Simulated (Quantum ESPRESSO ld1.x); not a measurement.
Task: All-electron atom: Au V in [Xe] 4f14 5d7 (the NIST ground configuration). Method: Dirac Kohn-Sham, revPBE, spin-unpolarised, spherical densities, point nucleus; open shells fill j = l - 1/2 first; computed with ld1.x of Quantum ESPRESSO 7.5.

Spin-orbit splittings of the eigenvalues, e(l+1/2) - e(l-1/2), with zeta = 2 splitting/(2l+1) and mean radii in bohr:

| shell | occ. | splitting (eV) | zeta (eV) | <r> j=l-1/2 | <r> j=l+1/2 |
|---|---|---|---|---|---|
| 2p | 6 | 1836 | 1224 | 0.05798 | 0.06653 |
| 3p | 6 | 405.1 | 270.1 | 0.1736 | 0.1893 |
| 3d | 10 | 87.06 | 34.82 | 0.1648 | 0.1696 |
| 4p | 6 | 97.15 | 64.76 | 0.4094 | 0.4433 |
| 4d | 10 | 18.09 | 7.237 | 0.4518 | 0.4630 |
| 4f | 14 | ? | ? | 0.4945 | 0.5014 |
| 5p | 6 | 16.96 | 11.30 | 0.9921 | 1.082 |
| 5d | 7 | 1.992 | 0.7966 | 1.362 | 1.400 |

Estimate the 4f splitting.

Result: 3.817 eV (zeta = 1.091 eV).
